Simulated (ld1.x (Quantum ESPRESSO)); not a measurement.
Before and after: ultrasoft potential for phosphorus (P)

phosphorus, ultrasoft, made with ld1.x (Quantum ESPRESSO) 7.5 (PBE, scalar-relativistic). Core [Ne], reference 3s2 3p2.5 (charge +0.5). Waves: 3s (bound): rcut 0.95, rcutus 1.30 bohr; 3s channel at -0.3 Ry: rcut 0.95, rcutus 1.30 bohr; 3p (bound): rcut 1.85, rcutus 1.95 bohr; 3p channel at 2.2 Ry: rcut 1.85, rcutus 1.95 bohr. Local part: all-electron potential smoothed inside 1.00 bohr (lloc = -1). Core correction: none. Augmentation charge: built from norm-conserving waves at rcut, not smoothed further.

Change: local potential all-electron potential smoothed inside 1.86 bohr (lloc = -1).

Cutoffs: the cutoffs (Ry, on a coarse ladder) from which the occupation-weighted sum of valence levels, in a spherical-Bessel basis at the reference potential, stays within 10 and 1 mRy of its value at 400 Ry; they do not see the model core or the augmentation charge, which bear on the density cutoff. Errors are all-electron minus pseudo energies relative to the spin-unpolarised reference configuration.

**Question.** What does the change do?

**Answer.** Both files keep a bound ghost (s); of the 7 tests that both files solve, the error grows in 0 and shrinks in 5 by more than 15 % and 0.3 meV (median size 42.7 → 17.4 meV). That the errors move this way runs against the usual rule that smaller radii transfer better.

```tsv
quantity	base	changed
bound ghosts	s	s
error for 3s2 3p3, meV [ΔE -3.77 eV]	+7.9	+1.8
error for 3s2 3p2, meV [ΔE 5.95 eV]	+8.1	+1.1
error for 3s2 3p1, meV [ΔE 25.10 eV]	+72	+19
error for 3s2 3p3.3, meV [ΔE -5.08 eV]	+18	+3.5
error for 3s2 3p0, meV [ΔE 54.84 eV]	+45	+45
error for 3s1 3p0, meV [ΔE 106.85 eV]	+145	+145
error for 3s1 3p3, meV [ΔE 15.08 eV]	+43	+17
s: phases at 2.14 bohr within 0.05 rad from the reference energy up to (Ry; the scan ends near 5)	to the end of the scan	to the end of the scan
p: phases at 2.14 bohr within 0.05 rad from the reference energy up to (Ry; the scan ends near 5)	-0.2	0.1
lowest overlap eigenvalue by channel	s 0.77, p 0.29	s 0.79, p 0.47
```

 A true bound ghost makes a file unfit for plane-wave use even where its test errors are small: the radial tests pick states by their node count and pass the ghost by.
